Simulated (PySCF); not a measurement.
Isomers of C4H3N. Isolated molecules, 0 K electronic values unless said otherwise. Strings in code marks are SMILES.

The S1 excitation (TDA) from two functionals at the same geometries (B3LYP-D3(BJ)/def2-TZVP), both in PySCF: PBE-D3(BJ)/def2-TZVP and M06-2X/def2-TZVP. Excitations are Tamm–Dancoff values on a coarser integration grid. The basis has no diffuse functions, so Rydberg states are missing or too high.

```
species       PBE-D3(BJ)/def2-TZVP (eV)  M06-2X/def2-TZVP (eV)
------------  -------------------------  ---------------------
`N=c1c2c1C2`                       3.74                   4.54
`N#CC1=CC1`                        5.11                   5.39
`C(C=C=N)#C`                       3.93                   4.30
`C=C=C=C=N`                        2.80                   2.76
```

Over these rows, drawn at random from the members with no instability flagged (it was tested for open shells, ions and some series alone), PBE minus M06-2X: mean -0.35 eV, from -0.81 eV to +0.04 eV.
